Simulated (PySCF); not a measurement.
C5H5FO, SMILES C1=C(C(=O)CC1)F.

The structure is a stationary point at PBE0-D3(BJ)/def2-SVP. Other conformers were not sampled.

Two levels are set side by side: PBE/def2-TZVP (PySCF) and CAM-B3LYP/def2-TZVP (PySCF). Same geometry, gas phase. Differences are taken from unrounded values.

```csv
quantity,CAM-B3LYP
orbital gap (eV),8.48
highest occupied level (eV),-8.91
lowest empty level (eV),-0.43
dipole moment (D),4.50
mean polarisability (bohr³),58.1
```

Task: What does PBE give, and how far is it from CAM-B3LYP? (The exact figures need the calculation; the answer reports its results.)

Result: 
```tsv
quantity	PBE	PBE minus CAM-B3LYP
orbital gap (eV)	3.28	-5.20
highest occupied level (eV)	-5.78	3.12
lowest empty level (eV)	-2.51	-2.08
dipole moment (D)	4.17	-0.33
mean polarisability (bohr³)	60.4	2.3
```

Without exact exchange PBE keeps part of each electron's self-repulsion, which lifts occupied levels and narrows the gap. Loosely held outer electrons make PBE densities more polarisable. Differences between two approximate levels are no errors against the true value.

Rough cost on one machine, each run with all the roots and properties that it gave: CAM-B3LYP against PBE within a factor of 2.
